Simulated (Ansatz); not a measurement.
Basis sets compared for Te2Au3. Total charge 0; doublet. Geometry PBE-D4/def2-SVP. Ansatz on 4 threads of Intel Xeon Platinum 8259CL on a shared host; times are rough, and most runs start from earlier orbitals.

```tsv
atom	x (Å)	y (Å)	z (Å)
Au1	0.226	-0.876	-1.879
Au2	-0.987	1.869	0.450
Au3	-1.385	-0.591	1.551
Te4	0.837	-1.654	0.589
Te5	1.308	1.253	-0.712
```

In the def2 sets Au, Te take a core potential; there is no spin–orbit coupling. No other spin state of charge 0 was run. Another isomer (doublet) lies 0.98 eV lower at PBE0-D4/def2-TZVP; other spin states weren't run for this one.

Binding counts from free atoms (Au doublet, Te triplet) in the same basis, without a counterpoise term.

```
           level  functions  energy (Eh)  HOMO (eV)  LUMO (eV)  binding per atom (eV)  wall time
 PBE-D4/def2-SVP        148    -943.4734      -4.72      -4.32                   1.78      5.5 s
PBE0-D4/def2-SVP        148    -943.3486      -5.34      -3.67                   1.56       11 s
```

Question: Estimate the rows for PBE-D4/def2-TZVP (with forces), PBE0-D4/def2-TZVP.

Answer: 
```
                         level  functions  energy (Eh)  HOMO (eV)  LUMO (eV)  binding per atom (eV)  wall time
PBE-D4/def2-TZVP (with forces)        220    -943.5244      -4.75      -4.33                   1.85      8.5 s
             PBE0-D4/def2-TZVP        220    -943.3982      -5.34      -3.60                   1.64       16 s
```
